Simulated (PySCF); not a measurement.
**Iodine: a sound run and one with changed settings**

Sound run: I [Kr] 4d10 5s2 5p5, I⁺ [Kr] 4d10 5s2 5p4. Computed with PySCF 2.14 in def2-TZVP with the def2 core potential (28 electrons), with scalar relativity through the core potential. The sound run starts from symmetry-adapted Hartree-Fock orbitals and uses a fine grid where one is needed.

A second run was set up differently.

```json
{"species": "I", "method": "UHF", "sound run (hartree)": "-296.65857", "changed run (hartree)": "-296.65857", "converged": "yes"}
{"species": "I", "method": "LDA", "sound run (hartree)": "-297.25865", "changed run (hartree)": "-299.95283", "converged": "yes"}
{"species": "I", "method": "B3LYP", "sound run (hartree)": "-297.77840", "changed run (hartree)": "-299.90806", "converged": "yes"}
{"species": "I⁺", "method": "UHF", "sound run (hartree)": "-296.30757", "changed run (hartree)": "-296.30757", "converged": "yes"}
{"species": "I⁺", "method": "LDA", "sound run (hartree)": "-296.86209", "changed run (hartree)": "-299.57028", "converged": "yes"}
{"species": "I⁺", "method": "B3LYP", "sound run (hartree)": "-297.38769", "changed run (hartree)": "-299.52994", "converged": "yes"}
```

Ionisation energy of I:

```csv
method,sound run (eV),changed run (eV)
UHF,9.551,9.551
LDA,10.791,10.410
B3LYP,10.632,10.289
```

Question: What was changed?
A. all electrons correlated in a valence basis
B. too few SCF iterations
C. radial grid too coarse
D. minimal basis

Answer: C. It used radial step 0.8 in ln r (0.13 in the sound run). A coarse radial grid mis-integrates the density and the exchange-correlation energy, with errors of either sign; Hartree-Fock needs no grid.
